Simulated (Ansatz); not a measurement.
## How basis sets differ on C2H3BFNO (SMILES FC/N=C1/BO1)

The species is C2H3BFNO (9 atoms), meant as a singlet with charge 0. As SMILES, `FC/N=C1/BO1`. Geometry: relaxed at PBE0-D4/def2-TZVP. This is one conformer, not always the lowest.

Each level gives the HOMO–LUMO gap (eV). The values are calculated.

```json
{"level": "HF/STO-3G", "kind": "Hartree–Fock", "program": "Ansatz", "value (eV)": "14.31", "CPU time": "0.82 s"}
{"level": "HF/3-21G", "kind": "Hartree–Fock", "program": "Ansatz", "value (eV)": "13.34", "CPU time": "1.5 s"}
{"level": "HF/def2-SVP", "kind": "Hartree–Fock", "program": "Ansatz", "value (eV)": "13.48", "CPU time": "5.5 s"}
{"level": "HF/pc-1 (sfX2C)", "kind": "Hartree–Fock", "program": "Ansatz", "value (eV)": "13.39", "CPU time": "1.7 s"}
```

The values span 13.34 to 14.31 eV. A Hartree–Fock LUMO above zero doesn't converge with the basis: it sinks as sets grow more diffuse. Orbital gaps aren't excitation energies. CPU times are rough (shared hosts, several kinds of processor): they show what a rung costs within a factor of a few.
